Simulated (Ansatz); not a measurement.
C$_{2}$H$_{6}$SSi (`SC1C[SiH2]1`). Charge 0, multiplicity 1.

```tsv
atom	x (Å)	y (Å)	z (Å)
S1	-0.3437	1.9360	0.7939
C2	-0.3354	0.1576	0.6395
C3	1.0504	-0.4454	0.3150
Si4	-0.2036	-0.6628	-1.0197
H5	-1.5106	2.1862	0.1785
H6	-0.8698	-0.3567	1.4331
H7	1.3494	-1.2928	0.9231
H8	1.8496	0.2727	0.1617
H9	-0.1546	0.1931	-2.2204
H10	-0.8317	-1.9880	-1.2046
```

Q: List the harmonic frequencies (cm⁻¹, unscaled) at PBE0-D4/def2-TZVP in Ansatz. (Estimate.)

A: The calculation gave: 160, 194, 306, 455, 522, 626, 660, 669, 751, 813, 897, 929, 984, 1005, 1042, 1097, 1243, 1414, 2262, 2290, 2700, 3137, 3146, 3220.

Q: Is this a minimum?

A: Yes, all 24 modes are real.

Q: Give the ideal-gas thermochemistry at 298.15 K and 1 bar (rigid rotor, harmonic oscillator; point group C1, symmetry number 1).

A: Zero-point energy 182.6 kJ/mol; H(298) − E = 200.1 kJ/mol; entropy 314.3 J/(mol·K), of which translation 165.0, rotation 108.6, vibration 40.6; G(298) − E = 106.4 kJ/mol.

Q: And at 400, 500, 600, 800 and 1000 K?

A: 
```
T (K)  H − E (kJ/mol)  S (J/mol/K)  G − E (kJ/mol)
  400           211.0        345.4            72.8
  500           223.6        373.6            36.8
  600           237.8        399.4            -1.8
  800           269.5        444.9           -86.4
 1000           304.6        484.0          -179.4
```
